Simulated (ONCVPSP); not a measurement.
# Varying the ONCV potential for Te (Z = 52)

Base potential:

- Element: tellurium
- Generator: ONCVPSP 4.0.1
- Type: optimised norm-conserving Vanderbilt (ONCV)
- Functional: PBE
- Relativity: scalar-relativistic
- Frozen core: [Kr] 4d10
- Valence charge: 6
- Reference configuration: 5s2 5p4
- Partial waves: 5s: rc 1.50 bohr, ncon 3, nbas 7, qcut 3.5 1/bohr, 3 projectors, debl 0.4 Ha; 5p: rc 2.15 bohr, ncon 4, nbas 8, qcut 4.2 1/bohr, 1 projector
- Local potential: polynomial inside 1.40 bohr (lpopt 5, dvloc0 0 Ha)
- Core correction: Teter function, fcfact 2, rcfact 1.1

In the s channel the program set the typed energies aside and used -0.555, 0.250, 0.650 Ha.

Cutoffs, loose and tight: the cutoffs (Ha) at which the residual kinetic energy of the hardest occupied pseudo-wave falls to 1 and 0.1 mHa per electron. They do not see the model core or the augmentation charge, which bear on the density cutoff. Test errors are all-electron minus pseudo excitation energies from the reference, over the configurations 5s2 5p3; 5s2 5p2; 5s2 5p1; 5s2 5p3.5. A dash means not determined; rows that change the core or the reference have their own tests.

A true bound ghost makes a file unfit for plane-wave use even where its test errors are small: the radial tests pick states by their node count and pass the ghost by.

| change | outcome | cutoff, loose | cutoff, tight | bound ghosts | GHOST(+) flags above zero | largest test error (meV) |
| --- | --- | --- | --- | --- | --- | --- |
| base | generated, projector energies reset by the program | 15 Ha | 64 Ha | s | s, p | +19 |
| p: rc 1.6 | generated, projector energies reset by the program | 68 Ha | 83 Ha | s | s, p | +41 |
| p: rc 1.92 | generated, projector energies reset by the program | 15 Ha | 64 Ha | s | s, p | +18 |
| p: rc 2.24 | generated, projector energies reset by the program | 15 Ha | 64 Ha | s | s, p | +20 |
| p: rc 2.46 | generated, projector energies reset by the program | 15 Ha | 64 Ha | s | s, p | +22 |
| p: rc 2.7 | generated, projector energies reset by the program | 15 Ha | 64 Ha | s | s, p | +22 |
| p: rc 3.12 | generated, projector energies reset by the program | 15 Ha | 64 Ha | s | s, p | +28 |

Reading the sweep of the p radius (base included, trends over the rows without a ghost): Bound ghosts are found at 1.6, 1.92, 2.15, 2.24, 2.46, 2.7, 3.12 bohr. Every judged row has one, so this setting neither creates nor removes them.
